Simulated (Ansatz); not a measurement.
Two members of one family (Si20H30 nanocrystal and its variants), computed with Ansatz in the gas phase; def2 core potentials for In, no spin–orbit coupling. HOMO and LUMO are taken over both spins. Binding counts from free atoms in the multiplicity of their measured ground term, without zero-point energy. Sets without diffuse functions give affinities that are too small. The spins of the ions were chosen, not always searched. A dash marks a value that wasn't run or was left out as unsound. The structures are stationary points that may keep the symmetry of their start. Remarks come from the PBE and PBE0 runs and from stability tests at other levels; not every state was tested. A HOMO above zero means that the electron is unbound at that level and held by the basis, or that self-interaction error raises the level; the energy of removing that electron tells which. HOMO above LUMO (over both spins in singlets and doublets, within one spin in higher multiplets; at PBE or PBE0), or a gap under 0.15 eV within one spin, warns that the state may not be the lowest or that an electron is smeared out.

First: Si20H30 (singlet, charge 0, PBE-D4/def2-SVP geometry).

Cartesian coordinates in Å:
```
Si 2.8037 -0.5272 0.7720
Si 0.5288 -3.0703 2.6814
Si 0.3821 2.2932 1.8252
Si -1.7822 -0.3794 3.6843
Si 1.5497 -3.5589 -1.3502
Si 1.3223 1.8425 -1.8959
Si 0.1341 -1.2977 -3.8971
Si -0.9079 -0.7265 -0.1417
Si -3.3865 2.1898 0.7928
Si -2.4888 1.7610 -2.7573
Si 2.4898 -1.7601 2.7566
Si 3.3880 -2.1897 -0.7926
Si 0.9089 0.7274 0.1409
Si -1.3227 -1.8426 1.8949
Si -0.1362 1.2967 3.8973
Si -1.5490 3.5590 1.3510
Si -0.3814 -2.2940 -1.8243
Si 1.7810 0.3783 -3.6846
Si -0.5287 3.0713 -2.6816
Si -2.8033 0.5280 -0.7736
H 3.9744 0.4131 0.9554
H 0.7793 -4.2945 1.8419
H 0.2056 -3.5347 4.0828
H 1.5549 3.2302 2.0066
H -1.8015 -1.2003 4.9520
H -3.1352 0.2659 3.5395
H 1.3069 -4.5434 -0.2366
H 1.8942 -4.3501 -2.5905
H 2.4958 2.7789 -1.7113
H 0.6627 -2.3819 -4.8076
H -1.0904 -0.7125 -4.5501
H -3.9612 1.5894 2.0495
H -4.4579 3.0512 0.1668
H -2.4418 0.8644 -3.9660
H -3.6784 2.6795 -2.9163
H 3.6780 -2.6787 2.9152
H 2.4428 -0.8625 3.9651
H 4.4585 -3.0511 -0.1661
H 3.9623 -1.5905 -2.0499
H -2.4950 -2.7803 1.7086
H 1.0875 0.7115 4.5508
H -0.6649 2.3815 4.8055
H -1.8943 4.3483 2.5921
H -1.3057 4.5447 0.2381
H -1.5546 -3.2309 -2.0043
H 3.1340 -0.2680 -3.5396
H 1.8011 1.1992 -4.9528
H -0.2054 3.5380 -4.0810
H -0.7790 4.2948 -1.8397
H -3.9743 -0.4121 -0.9556
```

```tsv
level	HOMO (eV)	LUMO (eV)	gap (eV)	vertical EA (eV)	binding per atom (eV)
PBE-D4/def2-SVP	-6.31	-2.18	4.14	0.89	3.22
r2SCAN-D4/def2-SVP	-6.59	-2.12	4.46	–	3.23
PBE0-D4/def2-SVP	-7.29	-1.53	5.76	0.65	3.22
```

Remarks: HOMO above zero (-1 doublet), gap within one spin near zero at PBE or PBE0 (-1 doublet).

Second: InSi19H30, In on an inner site (doublet, charge 0, PBE-D4/def2-SVP geometry; reduced ion singlet).

```xyz
50

Si   -0.2247   -2.0784   -2.1303
Si    3.4414   -0.6713   -2.5033
Si   -1.5225    1.6911   -1.9132
Si    2.2452    2.8046   -2.3535
Si    2.2550   -3.1410    0.8959
Si   -2.8291   -1.0313    0.4829
Si   -0.5801   -2.5007    3.4032
In    1.0548    0.3115    0.6257
Si   -0.0188    3.7346    1.2309
Si   -2.0236    1.4207    3.4802
Si    1.5321   -1.5202   -3.5999
Si    0.7516   -3.7847   -0.8100
Si   -0.9972   -0.3069   -0.7882
Si    2.9590    1.0418   -0.9541
Si    0.1555    2.4382   -3.3914
Si   -1.6977    3.5175   -0.4161
Si    1.3668   -1.5959    2.4513
Si   -2.3538   -2.8602    1.8891
Si   -3.6315    0.6282    1.9438
Si    0.1271    1.8255    2.6194
H    -1.3242   -2.7367   -2.9346
H     4.1382   -1.8301   -1.8359
H     4.3773   -0.1310   -3.5593
H    -2.8300    1.6269   -2.6715
H     3.2679    3.0076   -3.4464
H     2.1477    4.0976   -1.5858
H     3.5052   -2.5516    0.2984
H     2.6513   -4.3950    1.6475
H    -3.9839   -1.4429   -0.4037
H    -0.1927   -3.8344    3.9993
H    -1.0509   -1.6246    4.5334
H     1.3228    4.0095    0.6067
H    -0.3771    4.9220    2.1001
H    -1.9417    0.4742    4.6483
H    -2.5035    2.7522    4.0150
H     1.9330   -2.8045   -4.2880
H     1.0754   -0.5598   -4.6645
H     1.5602   -4.6584   -1.7420
H    -0.2927   -4.6652   -0.1755
H     4.2548    1.4618   -0.2956
H     0.3090    1.5066   -4.5638
H    -0.3162    3.7696   -3.9292
H    -1.6282    4.7793   -1.2463
H    -3.0193    3.5359    0.3059
H     2.3889   -1.2751    3.5159
H    -2.0652   -4.1062    1.0957
H    -3.5834   -3.1273    2.7243
H    -4.7501    0.0316    2.7659
H    -4.1998    1.7976    1.1844
H     1.1178    2.0478    3.7383
```

Task: Estimate the same table for the second.

Result: 
| level | HOMO (eV) | LUMO (eV) | gap (eV) | vertical EA (eV) | binding per atom (eV) |
| --- | --- | --- | --- | --- | --- |
| PBE-D4/def2-SVP | -5.44 | -4.96 | 0.48 | 3.39 | 3.14 |
| r2SCAN-D4/def2-SVP | -5.74 | -4.95 | 0.79 | – | 3.15 |
| PBE0-D4/def2-SVP | -6.40 | -4.48 | 1.92 | 3.54 | 3.13 |
